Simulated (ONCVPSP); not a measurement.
Er (Z = 68): variants of one ONCV potential

Base potential:

ONCVPSP 4.0.1 input, shortened (lines: element, Z, core and valence counts, functional; n l f; lmax; l rc ep ncon nbas qcut; lloc lpopt rc5 dvloc0; l nproj debl; icmod fcfact rcfact), LDA (Perdew-Zunger), scalar-relativistic:

```
  Er 68.00    9    4        3      upf
    1    0    2.00
    2    0    2.00
    2    1    6.00
    3    0    2.00
    3    1    6.00
    3    2   10.00
    4    0    2.00
    4    1    6.00
    4    2   10.00
    4    3   12.00
    5    0    2.00
    5    1    6.00
    6    0    2.00
    3
    0    2.25    0.00    4    8    4.30
    1    1.50    0.00    4    6    4.40
    2    2.20    0.07    3    6    4.10
    3    1.10    0.00    4    7   18.30
    4    3    0.75   -1.00
    0    2    2.50
    1    3    2.20
    2    2    0.30
    3    3    2.40
    0    0.00    0.00
```

In the d channel the program set the typed energies aside and used 0.050, 0.350 Ha.

All-electron outer shells of the reference configuration (LDA (Perdew-Zunger), scalar-relativistic, ld1.x):

```csv
shell,level (eV),outermost node (bohr),outermost maximum (bohr)
5s,-52.01,0.60,1.11
5p,-26.52,0.65,1.28
6s,-3.99,1.52,3.30
4f,-3.35,–,0.51
```

Cutoffs, loose and tight: the cutoffs (Ha) at which the residual kinetic energy of the hardest occupied pseudo-wave falls to 1 and 0.1 mHa per electron. They do not see the model core or the augmentation charge, which bear on the density cutoff. Test errors are all-electron minus pseudo excitation energies from the reference, over the configurations 4f12 5s2 5p6 6s1; 4f12 5s2 5p6 6s0; 4f11 5s2 5p6 6s0; 4f12 5s2 5p6 6s1.5. A dash means not determined; rows that change the core or the reference have their own tests.

A true bound ghost makes a file unfit for plane-wave use even where its test errors are small: the radial tests pick states by their node count and pass the ghost by.

```csv
change,outcome,"cutoff, loose","cutoff, tight",bound ghosts,GHOST(+) flags above zero,largest test error (meV)
base,"generated, projector energies reset by the program",123 Ha,137 Ha,"s, d",p,tests left out (the all-electron energies of this program are off by 10 to 40 meV for near-neutral 4f atoms)
p: nbas 9,"generated, projector energies reset by the program",123 Ha,137 Ha,"s, d",p,tests left out (the all-electron energies of this program are off by 10 to 40 meV for near-neutral 4f atoms)
"local potential polynomial inside 0.75 bohr (lpopt 3, dvloc0 0.5 Ha)","generated, projector energies reset by the program",123 Ha,137 Ha,"s, d",p,tests left out (the all-electron energies of this program are off by 10 to 40 meV for near-neutral 4f atoms)
f: rc 1.12,"generated, projector energies reset by the program",118 Ha,132 Ha,"s, d",p,tests left out (the all-electron energies of this program are off by 10 to 40 meV for near-neutral 4f atoms)
functional PBE,"generated, projector energies reset by the program",126 Ha,143 Ha,"s, d",p,tests left out (the all-electron energies of this program are off by 10 to 40 meV for near-neutral 4f atoms)
"p: ncon 5, nbas 7","generated, projector energies reset by the program",123 Ha,137 Ha,"s, p, d",p,tests left out (the all-electron energies of this program are off by 10 to 40 meV for near-neutral 4f atoms)
p: debl 1.65,"generated, projector energies reset by the program",123 Ha,137 Ha,"s, d",p,tests left out (the all-electron energies of this program are off by 10 to 40 meV for near-neutral 4f atoms)
s: qcut 3; p: qcut 3.1; d: qcut 2.9; f: qcut 12.9,"generated, projector energies reset by the program",149 Ha,213 Ha,s,"p, d, f",tests left out (the all-electron energies of this program are off by 10 to 40 meV for near-neutral 4f atoms)
"all radii scaled by about 0.85 (s 1.92, p 1.28, d 1.88, f 0.94 bohr); local potential polynomial inside 0.64 bohr (lpopt 3, dvloc0 -1 Ha)","generated, projector energies reset by the program",143 Ha,160 Ha,"s, p","p, d",tests left out (the all-electron energies of this program are off by 10 to 40 meV for near-neutral 4f atoms)
"local potential polynomial inside 1.00 bohr (lpopt 5, dvloc0 0 Ha)","generated, projector energies reset by the program",123 Ha,137 Ha,"s, d",p,tests left out (the all-electron energies of this program are off by 10 to 40 meV for near-neutral 4f atoms)
s: rc 2.16,"generated, projector energies reset by the program",123 Ha,137 Ha,"s, d",p,tests left out (the all-electron energies of this program are off by 10 to 40 meV for near-neutral 4f atoms)
f: nproj 1,"generated, projector energies reset by the program",123 Ha,137 Ha,"s, d",p,tests left out (the all-electron energies of this program are off by 10 to 40 meV for near-neutral 4f atoms)
"core correction polynomial model core, fcfact 0.25","generated, projector energies reset by the program",123 Ha,137 Ha,"s, d",p,tests left out (the all-electron energies of this program are off by 10 to 40 meV for near-neutral 4f atoms)
```
